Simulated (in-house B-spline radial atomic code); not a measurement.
Settings and results of a run for Si3+ (with a hole in an inner shell). Level of theory: Dirac-Hartree-Fock, average of configuration, Fermi nucleus of rms radius 3.1224 fm; calculated with a radial B-spline atomic code at the basis-set limit.

Command:
```bash
python run_scf.py task.json out
```
Settings (nuclear radius in fm, mass in u):
```
Z                14
configuration    1s2 2s2 2p6 3s1
hamiltonian      dirac
method           hf
spin_polarised   False
nucleus          fermi
rms_radius       3.1224
atomic_mass      27.97693
speed_of_light   137.035999084
```

Output (hartree, bohr):
```
 radial grid: 69 intervals, B-splines of order 8, outer radius 18.6486 bohr

 iter        energy (Eh)    residual
    1       -284.9174813    3.94e-01
    2       -287.2600554    1.31e-01
    3       -287.4198710    4.94e-02
    4       -287.4427014    1.92e-02
    5       -287.4463168    4.05e-03
    6       -287.4465542    1.45e-04
    7       -287.4465545    1.06e-05
    8       -287.4465545    1.51e-07

 total energy                     -287.446555
 kinetic                            288.70311
 electron-nucleus                  -672.66683
 electron-electron                   96.51717

 first-order corrections (not in the total)
   Gaunt                            0.05851
   retardation                     -0.00391
   frequency dependence            -0.00003
   self-energy                      0.03808
   Uehling                         -0.00235
   Wichmann-Kroll                   0.00000
   recoil                           0.00477

 orbital      occ     eigenvalue          <r>       <r^2>       <1/r>       r_max    small
 1s1/2      2.000      -70.37079     0.111049   0.0166002     13.6512     0.07266  2.46e-03
 2s1/2      2.000       -7.51078     0.560169     0.37355     2.60852      0.4522  3.56e-04
 2p1/2      2.000       -5.60376     0.531014    0.353279     2.47663      0.3883  3.28e-04
 2p3/2      4.000       -5.57846     0.533047    0.355829     2.46426      0.3899  3.26e-04
 3s1/2      1.000       -1.64488      1.86612     3.95414    0.717901        1.64  5.54e-05
```

Cost of the run: 0.72 s on 1 thread of Arm Neoverse N1, on a shared host.

For the Dirac Hamiltonian the kinetic term is c α·p + (β - 1)c².
